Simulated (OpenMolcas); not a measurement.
Dy3+ in a ligand field

Dy3+ with 6 ligands (chloride) in octahedral coordination (Oh) at 2.67 Å. A charge of +0.5 e stands 2.6 Å behind each ligand. Ligand basis ANO-RCC-VDZP.

| Item | Value |
| --- | --- |
| Program | OpenMolcas |
| Method | CASSCF |
| Basis | ANO-RCC-VDZP [7s6p4d2f1g] |
| Scalar Hamiltonian | DKH2, point nucleus |
| Active space | 9 electrons in 7 orbitals (4f) |
| State averaging | 2S+1 = 6 odd, 21 roots; 2S+1 = 4 odd, 115 roots kept (CI in the orbitals of an earlier block, 108 in the spin-orbit step); 2S+1 = 2 odd, 82 roots kept (CI in the orbitals of an earlier block, 41 in the spin-orbit step) |
| Spin-orbit coupling | state interaction with AMFI integrals over the reference wave functions |

The lowest spin-free states (labels of O, the rotations of Oh), above the lowest:

```tsv
State	Degeneracy	E (cm-1)
6T1	3	0.0
6T2	3	160.3
6E	2	243.9
6T1	3	290.3
6T1	3	7513
6T2	3	7626
6A2	1	7703
4E	2	24726
4T2	3	24735
4A2	1	24760
4T2	3	24812
4T1	3	24836
4A1	1	24900
4T1	3	25034
4T2	3	25081
4T1	3	25095
4T2	3	25123
4A1	1	25243
4T1	3	25250
4E	2	25254
```

The lowest levels with spin-orbit coupling:

| E (cm-1) | Degeneracy | Label | 2S+1 | g |
| --- | --- | --- | --- | --- |
| 0.0 | 2 | Γ6 | 6 | 6.63 6.63 6.63 |
| 17.7 | 4 | Γ8 | 6 |  |
| 78.5 | 2 | Γ7 | 6 | 7.52 7.52 7.52 |
| 163.0 | 4 | Γ8 | 6 |  |
| 198.0 | 4 | Γ8 | 6 |  |
| 3600 | 2 | Γ7 | 6 | 5.47 5.47 5.47 |
| 3603 | 4 | Γ8 | 6 |  |
| 3651 | 2 | Γ7 | 6 | 4.63 4.63 4.63 |
| 3656 | 4 | Γ8 | 6 |  |
| 3670 | 2 | Γ6 | 6 | 6.33 6.33 6.33 |
| 6162 | 2 | Γ7 | 6 | 4.41 4.41 4.41 |
| 6166 | 2 | Γ6 | 6 | 4.36 4.36 4.36 |
| 6169 | 4 | Γ8 | 6 |  |
| 6197 | 4 | Γ8 | 6 |  |
| 8112 | 4 | Γ8 | 6 |  |
| 8130 | 4 | Γ8 | 6 |  |
| 8180 | 2 | Γ6 | 6 | 3.99 3.99 3.99 |
| 9656 | 4 | Γ8 | 6 |  |
| 9673 | 2 | Γ7 | 6 | 2.29 2.29 2.29 |
| 9715 | 2 | Γ6 | 6 | 2.08 2.08 2.08 |

Powder χT (cm3 K/mol): 5.62 at 2 K, 10.5 at 10 K, 13.2 at 50 K, 13.7 at 100 K, 13.9 at 200 K, 14 at 300 K. The effective moment at 300 K is 2.828 √(χT) = 10.57 μB.

Hund's rules give f9 the level 6H15/2 with g = 1.333, so an isolated free-ion multiplet has χT = g² J(J+1) / 8 = 14.167 cm3 K/mol. The computed 13.978 at 300 K differs by -1 %, through the field's splitting, the mixing of terms and any other multiplet in reach.

Stevens parameters of the J = 15/2 multiplet, which is 198 cm-1 wide (cm-1, z along the main axis): B40 = -5.700e-03, B44 = -2.852e-02, B60 = 7.988e-06, B64 = -1.678e-04.

Metal share of the active 4f orbitals (Löwdin): 100, 100, 100, 100, 100, 100, 100 %; Mulliken charge of the metal 2.01.

High states are left out of the spin-orbit mixing, which shifts the levels that they would mix with. Without dynamic correlation the ligand-field splitting of an f shell can come out too small, at times by half. The first state left out of the spin-orbit step lies near 42000 cm-1 above the lowest spin-free state of the reference (among the parities and spins computed), and the lists stop at four fifths of that energy or lower. No measured value stands beside these numbers; the geometry was imposed, not optimised, and the real ion may take another.

The RASSCF and RASSI steps took 3.3 min on 1 thread of Arm Neoverse N1 (shared host); the integral step is not counted.
